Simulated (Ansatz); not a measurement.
Reaction (hydrogenolysis of the Si–O bond): `O/C=C/[SiH2]O` + H₂ → `O/C=C/[SiH3]` + H₂O

Gas-phase electronic energies from Ansatz, PBE0-D4/def2-TZVP geometries. CBS: MP2 limit from def2 TZ/QZ plus the TZ coupled-cluster correction, frozen cores. This one scheme is used for every species. Double bonds are as drawn, so ΔE can hold a change between cis and trans. One conformer a species, not always the lowest.

`O/C=C/[SiH2]O`:

Cartesian coordinates in Å:
```
O -2.512 0.780 0.168
C -1.204 0.496 0.306
C -0.487 -0.381 -0.400
Si 1.310 -0.643 -0.082
O 1.922 0.555 0.877
H -2.883 0.234 -0.534
H -0.768 1.095 1.100
H -0.988 -0.951 -1.184
H 2.024 -0.707 -1.390
H 1.575 -1.900 0.660
H 2.011 1.422 0.480
```

H₂:

Cartesian coordinates in Å:
```
H 0.129 0.064 -0.344
H -0.129 -0.064 0.344
```

`O/C=C/[SiH3]`:

Cartesian coordinates in Å:
```
O -0.433 -1.779 -1.694
C 0.124 -0.938 -0.805
C -0.488 0.019 -0.104
Si 0.434 1.091 1.080
H -1.376 -1.591 -1.761
H 1.189 -1.136 -0.715
H -1.559 0.160 -0.247
H 0.341 2.529 0.708
H 1.865 0.682 1.073
H -0.097 0.963 2.465
```

H₂O:

Cartesian coordinates in Å:
```
O -0.073 0.147 -0.353
H 0.649 -0.432 -0.099
H -0.576 0.285 0.452
```

| species | HF/def2-TZVPP energy (Eh) |
| --- | --- |
| `O/C=C/[SiH2]O` | -518.02991 |
| H₂ | -1.13290 |
| `O/C=C/[SiH3]` | -443.07559 |
| H₂O | -76.06237 |

(1) Work out ΔE.

Largest T1 diagnostic among the species: 0.013.

Answers

(1) ΔE = (-443.07559) + (-76.06237) − (-518.02991) − (-1.13290) = 0.02485 Eh = +65.2 kJ/mol. CCSD(T)/CBS gives +69.1 kJ/mol.

The D4 term adds +5.1 kJ/mol with B3LYP and +2.8 kJ/mol with PBE0; it sums over pairs of atoms, weighted by their polarisabilities, and B3LYP, whose exchange is more repulsive, gets the larger term. In def2-TZVPP, CCSD(T) changes the Hartree–Fock value by +3.5 kJ/mol (the triples alone add +2.0 kJ/mol) and MP2 by +9.9 kJ/mol.

B3LYP here is the variant with VWN-RPA as its local correlation; programs differ in this.
